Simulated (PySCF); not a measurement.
GeCl₂, SMILES [Cl][Ge][Cl] (connectivity only; charge and spin as stated), neutral, multiplicity 1.

The structure is a stationary point at PBE0-D3(BJ)/def2-TZVP. The isomer is the one that the SMILES or the coordinates give; other isomers of the formula were not compared.

All values below come from PySCF with ωB97X/def2-TZVPD.

Gas-phase values at a fixed geometry.

Computed frontier levels, gap, dipole moment and polarisability:
* **highest occupied level**: -10.36 eV
* **lowest empty level**: -1.15 eV
* **orbital gap**: 9.20 eV
* **dipole moment**: 2.08 D
* **quadrupole, principal values (traceless, Buckingham form, about the centre of nuclear charge)**: -5.06, 0.89, 4.16 D·Å
* **mean static polarisability**: 60.7 bohr³ (9.00 Å³)
* **polarisability, principal values**: 46.2, 60.8, 75.2 bohr³
